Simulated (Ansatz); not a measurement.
Basis sets compared for Cu(SH)2 (CuH2S2). The state is a doublet with charge 0. Geometry PBE0-D4/def2-TZVP. Ansatz on 4 threads of Arm Neoverse V1 on a shared host; times are rough, and most runs start from earlier orbitals.

Cartesian coordinates in Å:
```
Cu 0.005 -0.001 -0.003
S 0.776 -1.171 1.582
H 1.369 -0.144 2.219
S -0.772 1.170 -1.585
H -1.378 0.145 -2.213
```

Binding counts from free atoms (Cu doublet, S triplet, H doublet) in the same basis, without a counterpoise term.

```
                         level  functions  energy (Eh)  HOMO (eV)  LUMO (eV)  binding per atom (eV)  wall time
               PBE-D4/def2-SVP         77   -2437.0768      -5.97      -5.24                   2.74      1.2 s
PBE-D4/def2-TZVP (with forces)        131   -2437.6117      -6.24      -5.49                   2.67      2.2 s
           r2SCAN-D4/def2-TZVP        131   -2438.1262      -6.60      -5.49                   2.67      5.5 s
              PBE0-D4/def2-SVP         77   -2437.1360      -6.93      -4.65                   2.56      1.6 s
             PBE0-D4/def2-TZVP        131   -2437.6575      -7.12      -4.83                   2.52      3.3 s
```

**Question.** Estimate the rows for PBE-D4/def2-TZVPD, r2SCAN-D4/def2-TZVPD, PBE0-D4/def2-TZVPD.

**Answer.** 
```
               level  functions  energy (Eh)  HOMO (eV)  LUMO (eV)  binding per atom (eV)  wall time
   PBE-D4/def2-TZVPD        158   -2437.6152      -6.32      -5.58                   2.68      3.3 s
r2SCAN-D4/def2-TZVPD        158   -2438.1288      -6.65      -5.54                   2.68      7.5 s
  PBE0-D4/def2-TZVPD        158   -2437.6604      -7.19      -4.89                   2.53        5 s
```
